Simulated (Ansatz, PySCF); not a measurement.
Spin gap between two states, R1 and P1; the higher of the two is an excited state, each structure at its B3LYP-D3(BJ)/def2-TZVP stationary point, reached from a drawn start (curvature not checked).
R1, Cl2Si (SMILES Cl[Si]Cl) (charge 0, multiplicity 1, Z-matrix in Å and degrees):
```
Si
Cl 1 2.0938
Cl 1 2.0938 2 101.66
```
P1, Cl2Si (SMILES Cl[Si]Cl) (charge 0, multiplicity 3, Z-matrix in Å and degrees):
```
Si
Cl 1 2.0628
Cl 1 2.0628 2 118.36
```

P less R. No zero-point or thermal terms; singlets are restricted closed shells; open shells are unrestricted.

Cores are frozen in the correlated methods. CBS(a, b) extrapolates the correlation energy as X⁻³ and adds the Hartree–Fock energy of set b.

Codes used: Ansatz (Gaussian basis) for Hartree–Fock, density functionals and correlated methods; PySCF for the D3/D4 terms. Each number belongs to the level named beside it.

| level | spin gap (eV) |
|---|---|
| HF/cc-pV(Q+d)Z | 1.473 |
| SVWN5/def2-TZVPP | 2.346 |
| BLYP/def2-TZVPP | 2.342 |
| BHLYP-D4/def2-TZVPP | 2.217 |
| wB97X-V/def2-TZVPP | 2.315 |
| MP2/cc-pV(T+d)Z | 2.208 |
| MP2/CBS(cc-pV(T+d)Z, cc-pV(Q+d)Z) | 2.274 |
| CCSD/cc-pV(D+d)Z | ___ |
| CCSD/cc-pV(T+d)Z | ___ |

Complete the blanks.


- CCSD/cc-pV(D+d)Z, spin gap (eV): 2.222
- CCSD/cc-pV(T+d)Z, spin gap (eV): 2.241

Ansatz is a quantum-chemistry and plane-wave program.
